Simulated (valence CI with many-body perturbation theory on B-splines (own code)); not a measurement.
## Ta³⁹⁺: one-electron terms

Method: relativistic CI+MBPT: six valence electrons over a frozen Dirac-Fock core [Ar] 3d10, radial functions for each j: 9 s, 9 p, 8 d, 6 f, 3 g, 1 h, with the one-electron correlation potential Σ1, the two-electron term Σ2, the three-electron term Σ3, Breit, model QED; selected CI, second order for the rest, scaled by the run's own slope (own B-spline code, finite nucleus).

No measured spectrum was set against this ion. As an estimate, large intervals hold to a few tenths of a per cent, small ones and those within an open d or f shell to about a per cent. Among the levels kept, up to 640 cm⁻¹ of a level comes from second order outside the variational space, and about a tenth of that is noise between levels of different J, which matters for small intervals.

These are the spectroscopic orbitals of the CI (the correlating ones are not listed), shaped by the core and the other valence electrons. h is the expectation value of the core's Dirac-Fock operator, without the valence repulsion; Σ1 is computed up to l = 3 at one energy for each symmetry, that of its lowest orbital but kept below the first core excitation, so for empty shells it is not the orbital's own correlation shift; Breit and QED include the response of the core, and the two lowest orbitals of each symmetry also the frequency dependence of Breit exchange, which makes a step in that column.

```
Orbital  h (hartree)  Σ1 (cm⁻¹)  Breit (cm⁻¹)  QED (cm⁻¹)  ⟨r⟩ (bohr)
  4s1/2      -85.112     -14114         12841        9703      0.4103
  5s1/2      -50.876      -5030          5632        4347      0.6952
  6s1/2      -33.839      -2419          2907        2288       1.058
  7s1/2      -24.135      -1373          1717        1359       1.494
  4p1/2      -81.592     -14932         20006         348      0.4078
  5p1/2      -49.155      -5389          8891         164      0.7008
  6p1/2      -32.883      -2634          4676        89.2       1.070
  7p1/2      -23.551      -1509          2790        53.9       1.513
  4p3/2      -78.094     -12872         11759        1192      0.4280
  5p3/2      -47.514      -4877          5288         547      0.7266
  6p3/2      -31.983      -2436          3053         295       1.101
  7p3/2      -23.004      -1412          1832         178       1.550
  4d3/2      -72.631     -14620          8856        -468      0.4166
  5d3/2      -44.884      -5420          4033        -202      0.7295
  6d3/2       -30.53      -2737          2201        -108       1.115
  4d5/2      -71.877     -13831          5542       -80.5      0.4222
  5d5/2      -44.521      -5144          2441       -25.3      0.7363
  6d5/2      -30.326      -2599          1336       -10.8       1.123
  4f5/2      -66.064     -14076          3474        -291      0.3872
  5f5/2      -41.914      -4473          1490        -136      0.7174
  4f7/2       -65.87     -13506          1381        -151      0.3894
  5f7/2      -41.806      -4298           608       -66.9      0.7199
  5g7/2      -40.444                      123       -28.0      0.6615
  5g9/2        -40.4                    -11.6         1.1      0.6626
```

Among the shells of the start configuration 4s2 4p4, Σ1 is largest in size for 4p1/2, where it is 0.083 % of h.

Lowest root of each symmetry, sizes in configuration state functions:

```
J  Parity  Roots  Reference  Variational  Second order  Change by selected CI (cm⁻¹)  Change by second order (cm⁻¹)
0    even      3         20        28600        711267                        -21920                            -25
1    even      2         37        59377       2160890                        -19967                            -65
2    even      3         56        55032       3084177                        -20283                            -61
0     odd      5         24        43460        864310                        -35189                            -38
1     odd     10         62        59999       2778704                        -36138                           -251
2     odd     10         77        56171       4158577                        -35283                           -528
3     odd      8         71        54998       4582602                        -37232                           -498
4     odd      5         50        52797       4789396                        -37752                           -343
5     odd      1         27        44659       2570686                        -37258                           -139
```
